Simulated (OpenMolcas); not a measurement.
## What dynamic correlation does to the levels of F2+

| Property | Result |
| --- | --- |
| Program | OpenMolcas 26.06 |
| Basis | ANO-RCC-VTZP [4s3p2d1f] |
| Scalar Hamiltonian | DKH3, point nucleus |
| Active space | 5 electrons in 8 orbitals (2s 2p 3s 3p) |
| State averaging | 2S+1 = 4 odd, 1 root; 2S+1 = 2 odd, 8 roots; 2S+1 = 4 even, 3 roots; 2S+1 = 2 even, 9 roots |
| Spin-orbit coupling | RASSI with atomic mean-field integrals over the reference wave functions, term energies averaged over their components |

Methods on the same reference wave functions:
A. CASSCF
B. SS-CASPT2, IPEA 0.25 Eh, imaginary shift 0.1 Eh (closed shells correlated: 1s)

Energies in cm-1 above 2s2 2p3 4S* 3/2, the measured ground level; measured values from Moore, Atomic Energy Levels, vol. I, NSRDS-NBS 35 (1971 reprint of NBS Circular 467, 1949).

| Level | A | B | Measured |
| --- | --- | --- | --- |
| 2s2 2p3 4S* 3/2 | 0.0 | 0.0 | 0.0 |
| 2s2 2p3 2D* 3/2 | 37602 | 35110 |  |
| 2s2 2p3 2D* 5/2 | 37625 | 35130 |  |
| 2s2 2p3 2P* 1/2 | 50717 | 52390 |  |
| 2s2 2p3 2P* 3/2 | 50737 | 52400 |  |
| 2s 2p4 4P 5/2 | 152321 | 152740 | 151898 |
| 2s 2p4 4P 3/2 | 152610 | 153030 | 152235 |
| 2s 2p4 4P 1/2 | 152782 | 153200 | 152410 |
| 2s 2p4 2D 3/2 | 220973 | 212710 | 210256 |
| 2s 2p4 2D 5/2 | 220991 | 212730 | 210240 |
| 2s 2p4 2S 1/2 | 254919 | 251190 | 248260 |

Deviations, from unrounded energies. A percentage is the sum of absolute deviations over the sum of measured energies, with the sign that they share, or ± where signs differ.

```json
{"Against measurement": "mean absolute deviation (cm-1)", "Levels": "6", "A": "4900", "B": "1700"}
{"Against measurement": "other configurations (%)", "Levels": "6", "A": "+2.6", "B": "+0.9"}
```

B lies closest to measurement on these levels. The largest miss of B in the table is 2s 2p4 2S 1/2, by +2900 cm-1. The ranking rests on the paired levels alone, and a cruder setting can come out closer through cancelling errors.

From A to B the spin-free energies of the other terms of 2s2 2p3 shown, above 4S*, scale by factors of 0.93 to 1.03.

The lowest spin-free term lies below A's lowest term by 0.080 hartree in B.

CASPT2 does not keep the components of a term degenerate, so their means are used; among the terms shown or strongly mixed into the levels shown the widest spread is 120 cm-1 (2s 2p4 2D, B). Active for correlation alone: 3p 3s; no level in the range computed is led by a configuration that fills them, so any true level of that kind is missing. Measured partners are found by configuration, term and J. A level has none where our copy of the source lacks it or the pairing is in doubt (some pairs that miss far off the trend of their configuration count as doubtful), and it then counts in no deviation. Only configurations of the active space appear. The table leaves out levels that lie high or whose names do not pair safely across all columns.

* marks odd parity.
